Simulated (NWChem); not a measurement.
# Basis-set convergence for GeS

```xyz
2

Ge     0.0000     0.0000     0.6811
S      0.0000     0.0000    -1.3622
```
Charge 0, spin multiplicity 1.

Program: NWChem. All single points use one geometry, from PBE/def2-SVP, a minimum by its harmonic frequencies.

Quantity: vertical ionisation energy at the level ΔMP2 (Δ: difference of total energies, the cation a doublet at the parent's geometry with its hole in an orbital of symmetry a1 (C2v labels); it is the state that the SCF runs reached, from PBE0 orbitals for Hartree-Fock references, and need not be the lowest).

The Hamiltonian is non-relativistic. The correlated methods keep 14 core orbitals frozen. The Pople sets run with spherical d functions. The structure started from a generated list of species. The stability of the SCF solutions was not checked. Open-shell Hartree-Fock references start from PBE0 orbitals; any time given for them includes that run.

Costs are rough ratios of processor time within this set of runs, SCF included, with 3-21G as 1.

```
basis        functions  vertical ionisation energy (eV)  relative cost
-----------  ---------  -------------------------------  -------------
3-21G               35                             9.78              1
aug-pcseg-1         63                            10.32              4
def2-SVPD           65                            10.36        under 3
6-311G**            70                              ___        under 3
cc-pVTZ             77                            10.37             40
def2-TZVP           85                            10.37              6
def2-TZVPD         100                            10.41              6
aug-cc-pVTZ        109                              ___             40
cc-pVQZ            127                              ___            100
```

Task: What belongs in the gaps?

Result: 
- 6-311G**, vertical ionisation energy (eV): 10.22
- aug-cc-pVTZ, vertical ionisation energy (eV): 10.42
- cc-pVQZ, vertical ionisation energy (eV): 10.47
